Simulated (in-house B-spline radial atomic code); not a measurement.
Configurations of the scandium ion Sc⁺, with energies counted from [Ar] 3d1 4s1. Level of theory: non-relativistic r2SCAN0, spin-polarised, spherical fractional occupations, point nucleus; calculated with a B-spline radial code for spherical atoms. Shells without spins written out take the highest spin.

Caution: exact exchange at fractional occupations of open shells leaves self-interaction of up to several eV.

Occupations are held fixed; configurations that lie above the ionisation limit could autoionise.

```
                         configuration  E - E(ref) (eV)  highest orbital  its <r> (bohr)
[Ar] 3d(1 up, 0 down) 4s(0 up, 1 down)          0.40238            3d up           1.729
                              [Ar] 4s2          0.95052            4s up           3.213
                          [Ar] 4s1 4p1           4.1187            4p up           3.735
[Ar] 3d(1 up, 0 down) 4f(1 up, 0 down)           9.7147            4f up           9.247
                          [Ar] 4s1 5p1           10.022            5p up           8.148
              [Ne] 3s2 3p5 3d1 4s1 4d1           43.904            4d up             5.7
              [Ne] 3s2 3p5 3d1 4s1 4f1           46.191            4f up           8.855
```

Q: Order these further configurations by energy, lowest first.
A. [Ar] 4s(1 up, 0 down) 4d(1 up, 0 down)
B. [Ar] 3d1 5p1
C. [Ar] 3d2
D. [Ne] 3s2 3p5 3d1 4s1 4p1
E. [Ne] 3s2 3p5 3d1 4s2

A: C (1.0788 eV), B (8.4252 eV), A (9.4271 eV), E (35.556 eV), D (38.474 eV).

Q: How far above the reference does [Ar] 3d1 5s1 lie?

A: 7.1283 eV; its least bound orbital is 5s up with <r> = 7.222 bohr.

Q: How far above the reference does [Ne] 3s2 3p(2 up, 3 down) 3d(0 up, 1 down) 4s(0 up, 1 down) 4f(1 up, 0 down) lie?

A: 46.198 eV; its least bound orbital is 4f up with <r> = 9.068 bohr.
